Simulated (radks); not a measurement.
Q: The mean radii <r> (bohr) of the occupied orbitals of an atom or ion are listed with their occupations. All-electron calculation, scalar-relativistic Kohn-Sham, BLYP, spin-polarised, spherical densities, point nucleus. Program: a radial shooting solver on a logarithmic mesh with Libxc functionals.

orbital  occ.     <r>
1s down     1  0.1306
1s up       1  0.1306
2s up       1  0.6957
2s down     1  0.6957
2p up       3  0.6844
2p down     3  0.6846
3d up       1   4.920

Name the element and its charge. Open shells, if any, are filled with parallel spins first.

A: Z = 12, magnesium, charge +1: Mg+ in [Ne] 3d1. The 1s radius gives Z: for a bare nucleus <r> = (2 gamma + 1)/(2Z) with gamma = sqrt(1 - (Z/c)^2), 0.1247 bohr for Z = 12, and screening makes it slightly larger (0.1306 here). The occupations add up to 11, and the charge is Z minus that.
